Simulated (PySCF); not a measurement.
**Broadened absorption spectrum of C5H3ClO2**

Species: C5H3ClO2.
Bonds: O1–C2 (double), C2–C3, C3–C4 (double), C4–O5, O5–C6, C6–C7 (double), C7–Cl8, C2–C7. Hydrogens: H9 on C3; H10 on C4; H11 on C6.

Level of theory: TDDFT PBE0/def2-SVPD, vertical, gas phase, core orbitals frozen in the response in PySCF 2.14.0, density-fitted response routines. Isolated species at its GFN2-xTB geometry, gas phase.

Each state is given a Gaussian of 0.4 eV full width at half maximum, with ε(max) = 2.175×10⁸ f / Δν̃ (Δν̃ the width in cm⁻¹). The width is an assumption, not a result. The curve ends short of the highest state used, and states not computed would add to its high-energy end.

```json
{"λ (nm)": "215.0", "ε (L mol⁻¹ cm⁻¹)": "1618"}
{"λ (nm)": "221.0", "ε (L mol⁻¹ cm⁻¹)": "4181"}
{"λ (nm)": "227.0", "ε (L mol⁻¹ cm⁻¹)": "8998"}
{"λ (nm)": "232.9", "ε (L mol⁻¹ cm⁻¹)": "10406"}
{"λ (nm)": "238.9", "ε (L mol⁻¹ cm⁻¹)": "6923"}
{"λ (nm)": "244.9", "ε (L mol⁻¹ cm⁻¹)": "2802"}
{"λ (nm)": "250.8", "ε (L mol⁻¹ cm⁻¹)": "749"}
{"λ (nm)": "256.8", "ε (L mol⁻¹ cm⁻¹)": "133"}
{"λ (nm)": "262.8", "ε (L mol⁻¹ cm⁻¹)": "17"}
{"λ (nm)": "268.7", "ε (L mol⁻¹ cm⁻¹)": "2"}
{"λ (nm)": "274.7", "ε (L mol⁻¹ cm⁻¹)": "0"}
{"λ (nm)": "280.7", "ε (L mol⁻¹ cm⁻¹)": "0"}
{"λ (nm)": "286.6", "ε (L mol⁻¹ cm⁻¹)": "0"}
{"λ (nm)": "292.6", "ε (L mol⁻¹ cm⁻¹)": "1"}
{"λ (nm)": "298.6", "ε (L mol⁻¹ cm⁻¹)": "1"}
{"λ (nm)": "304.5", "ε (L mol⁻¹ cm⁻¹)": "1"}
{"λ (nm)": "310.5", "ε (L mol⁻¹ cm⁻¹)": "1"}
{"λ (nm)": "316.4", "ε (L mol⁻¹ cm⁻¹)": "0"}
{"λ (nm)": "322.4", "ε (L mol⁻¹ cm⁻¹)": "0"}
{"λ (nm)": "328.4", "ε (L mol⁻¹ cm⁻¹)": "0"}
{"λ (nm)": "334.3", "ε (L mol⁻¹ cm⁻¹)": "0"}
{"λ (nm)": "340.3", "ε (L mol⁻¹ cm⁻¹)": "0"}
{"λ (nm)": "346.3", "ε (L mol⁻¹ cm⁻¹)": "0"}
{"λ (nm)": "352.2", "ε (L mol⁻¹ cm⁻¹)": "0"}
```

(1) Where are the band maxima, and which computed states make them?

(2) On this curve, what absorbance would a 10⁻⁴ mol/L sample give at 266 nm over a 1 cm path?

(3) Coming from long wavelengths, where does ε first pass 100 L mol⁻¹ cm⁻¹?

Answers

(1) 231 nm (5.36 eV), ε about 11000, made up of S3 (64%) and S4 (36%) (ε in L mol⁻¹ cm⁻¹; maxima over ε = 5, shares over 10%). The states used: S1 4.12 eV (f 0.0000); S2 5.14 eV (f 0.0001); S3 5.31 eV (f 0.104); S4 5.44 eV (f 0.064); S5 6.10 eV (f 0.073); S6 6.37 eV (f 0.0008).

(2) 266 nm is 4.661 eV, where ε is about 5 L mol⁻¹ cm⁻¹, so A = ε c l ≈ 0.0005 (Beer–Lambert, with the gas-phase spectrum and the assumed width).

(3) At about 258 nm (4.81 eV), 0.69 eV above S1.
